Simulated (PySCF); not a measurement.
# Ionisation energy of V by level of theory

V [Ar] 3d3 4s2 [3d3/2^3, M_J = 3/2] → V⁺ [Ar] 3d4 [3d3/2^4, M_J = 0], as a difference of total energies. Calculation: PySCF 2.14, in x2c-TZVPall-2c; the two-component X2C-1e Hamiltonian. Correlated levels: [Ne] frozen; the 6 highest virtual spinors dropped. "Screened" scales the spin-orbit matrix elements by Boettger's factors to mimic the two-electron term; Breit and QED terms are absent.

```csv
method,ionisation energy (eV)
GHF (spin-free),6.088
GMP2 (spin-free),6.442
GHF (screened spin-orbit),6.102
GMP2 (screened spin-orbit),6.456
```

**Question.** How much does correlation contribute at GMP2 (screened spin-orbit)?

**Answer.** 6.456 − (6.102) = 0.354 eV, measured against GHF (screened spin-orbit).

Errors of the correlated levels include the incompleteness of this basis and the frozen core.

The labels give the starting determinants; with spin-orbit coupling the two ends relaxed to ⟨J²⟩ = 6.70, ⟨L²⟩ = 12.01, ⟨S²⟩ = 3.76 and ⟨J²⟩ = 3.96, ⟨L²⟩ = 6.01, ⟨S²⟩ = 6.00.

MP2 underrates the near-degeneracy of ns² with np² in the lower species.

The determinant of V and of V⁺ mixes levels of different J (the jj label is only the starting occupation), so the difference between spin-free and spin-orbit rows is not the physical spin-orbit shift.

For comparison: 6.746 eV (measured; NIST Atomic Spectra Database, ionization energies).
